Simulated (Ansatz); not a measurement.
One change: `[CH3][W]([CH3])(=[NH])=[NH]` becomes `[CH3][W](=[NH])(=[NH])[OH]`.

Ansatz, PBE0-D4/def2-TZVP geometries, multiplicity 1. Each molecule was computed in one conformer, which needn't be the lowest.

Elements past krypton have def2 core potentials.

```json
{"property": "LUMO energy (ωB97M-V/def2-TZVPP) / eV", "`[CH3][W]([CH3])(=[NH])=[NH]`": "0.45"}
{"property": "HOMO energy (PBE0/def2-TZVPP) / eV", "`[CH3][W]([CH3])(=[NH])=[NH]`": "-7.35"}
{"property": "HOMO–LUMO gap (PBE/def2-TZVPP) / eV", "`[CH3][W]([CH3])(=[NH])=[NH]`": "3.75"}
{"property": "size of the dipole moment (ωB97M-V/def2-TZVPP) / D", "`[CH3][W]([CH3])(=[NH])=[NH]`": "0.35"}
{"property": "ideal-gas entropy at 298 K and 1 bar (rigid rotor, harmonic PBE0-D4/def2-TZVP) / J/(mol·K)", "`[CH3][W]([CH3])(=[NH])=[NH]`": "374"}
{"property": "HOMO–LUMO gap (B3LYP/def2-TZVPP) / eV", "`[CH3][W]([CH3])(=[NH])=[NH]`": "5.35"}
```

**Question.** What does the change do to each property? (Estimate.)

**Answer.** Ansatz gave: 
```csv
property,`[CH3][W](=[NH])(=[NH])[OH]`,shift
LUMO energy (ωB97M-V/def2-TZVPP) / eV,1.05,0.60
HOMO energy (PBE0/def2-TZVPP) / eV,-7.55,-0.20
HOMO–LUMO gap (PBE/def2-TZVPP) / eV,4.33,0.58
size of the dipole moment (ωB97M-V/def2-TZVPP) / D,1.30,0.95
"ideal-gas entropy at 298 K and 1 bar (rigid rotor, harmonic PBE0-D4/def2-TZVP) / J/(mol·K)",364,-10
HOMO–LUMO gap (B3LYP/def2-TZVPP) / eV,6.04,0.69
```

With PBE0 the HOMO falls by 0.20 eV and the LUMO rises by 0.49 eV, so the gap widens by about 0.69 eV. PBE moves the HOMO by -0.11 eV and ωB97M-V by -0.18 eV. The zero-point energy changes by -56.4 kJ/mol with -6 modes. Dipoles are sizes alone; their direction can turn.

Positive LUMOs are unbound, so they and the gaps depend on the basis.

B3LYP here is the variant with VWN-RPA as its local correlation; programs differ in this.
